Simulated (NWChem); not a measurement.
# C3H5BF2; SMILES C=CB(F)CF

```xyz
11

C     -0.0207    -2.5851     0.0000
C     -0.7010    -1.4288     0.0000
B      0.0321    -0.0567     0.0000
F      1.3599    -0.0354     0.0000
C     -0.7517     1.3106     0.0000
F      0.0586     2.4174     0.0000
H      1.0750    -2.5918     0.0000
H     -0.5153    -3.5626     0.0000
H     -1.7974    -1.4704     0.0000
H     -1.4247     1.3450    -0.8808
H     -1.4247     1.3450     0.8808
```
Atoms are numbered in this order, from 1.

All runs: NWChem. Pople sets run with spherical d functions. Geometry: optimised at PBE0/def2-SVP.

Taking PBE0/6-311++G** as the yardstick, which of these has the fewest basis functions while keeping “dipole (D)” within 0.05 D of it: PBE0/6-31+G*; PBE0/6-311G**; PBE0/STO-3G; PBE0/3-21G; PBE0/6-31G*?

PBE0/6-31+G* (a larger set in the list lies outside the tolerance).
```tsv
level	basis functions	dipole (D)
PBE0/STO-3G	35	1.39
PBE0/3-21G	64	3.02
PBE0/6-31G*	94	2.79
PBE0/6-31+G*	118	3.21
PBE0/6-311G**	138	2.99
PBE0/6-311++G**	167	3.22
```

The yardstick is one finite set, not the basis-set limit.
